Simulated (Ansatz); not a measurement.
A nudged elastic band was laid between two geometries of Al2H5PS2 (10 atoms, charge 0, multiplicity 1).

These are results of RKS PBE0/def2-SVP (Ansatz 0.2.0), not measurements.

```json
{"movable images": "7", "climbing image": "yes", "spring": "5.0 eV/Å²", "optimiser": "quadratic models (default)", "start path": "IDPP", "force threshold": "0.03 eV/Å", "iteration limit": "60", "end points": "relaxed"}
```

First end point:

```xyz
10
Properties=species:S:1:pos:R:3
Al -1.338 1.853 1.032
Al -0.625 -0.496 0.280
S -1.940 -1.955 -0.727
S 1.421 -1.266 0.879
P 1.636 -0.158 -0.905
H -2.735 2.171 1.736
H -0.327 3.076 0.827
H -1.030 -2.954 -0.683
H 2.304 -1.053 -1.785
H 2.717 0.731 -0.651
```

Last end point:

```xyz
10
Properties=species:S:1:pos:R:3
Al -1.090 1.901 1.024
Al -0.539 -0.491 0.249
S -1.715 -1.638 -1.219
S 1.258 -1.484 1.109
P 2.340 -0.499 -0.455
H -2.420 2.240 1.835
H -0.061 3.090 0.748
H -0.967 -2.757 -1.083
H 1.746 -1.107 -1.609
H 1.531 0.694 -0.597
```

Task: What changes between the two ends?

Result: No bond is made or broken.

Task: Give the energies along the band, and the barrier.

Result: It converged. The highest image is number 4 of 0 to 8, 21.9 kcal/mol above the first end and 19.4 kcal/mol above the last; the last end lies 2.4 kcal/mol above the first. A vibrational analysis at the climbing image gives one clearly imaginary mode, 767i cm⁻¹: a first-order saddle point.

| image | path coordinate (Å) | energy (kcal/mol) |
| --- | --- | --- |
| 0 | 0.00 | 0.0 |
| 1 | 0.45 | 0.0 |
| 2 | 0.91 | 0.8 |
| 3 | 1.36 | 7.9 |
| 4 | 1.82 | 21.9 |
| 5 | 2.27 | 6.6 |
| 6 | 2.71 | 2.6 |
| 7 | 3.16 | 2.5 |
| 8 | 3.61 | 2.4 |

Task: What is the geometry of the highest image?

Result: 
```xyz
10
Properties=species:S:1:pos:R:3:forces:R:3
Al -1.126 1.855 0.956 0.00 0.00 0.02
Al -0.546 -0.507 0.174 0.00 0.00 0.00
S -1.793 -1.917 -1.000 0.00 0.00 0.00
S 1.305 -1.408 1.142 0.00 0.00 0.00
P 1.887 -0.400 -0.563 0.00 0.00 0.00
H -2.596 2.415 1.227 0.00 0.00 -0.01
H 0.094 2.864 1.205 0.00 0.00 -0.01
H -1.007 -2.987 -0.743 0.00 0.00 0.00
H 1.708 -0.944 -1.843 0.00 0.00 0.00
H 2.156 0.977 -0.550 0.00 0.00 0.00
```

Task: What are the harmonic wavenumbers there?

Result: 767i, 58, 62, 99, 111, 122, 198, 254, 291, 384, 419, 447, 519, 536, 564, 618, 636, 778, 1063, 1882, 1909, 2534, 2583, 2710 cm⁻¹.

The run took 4.2 min on 2 threads of Intel(R) Xeon(R) Platinum 8488C (Sapphire Rapids), on a shared host, peak memory 0.31 GiB.
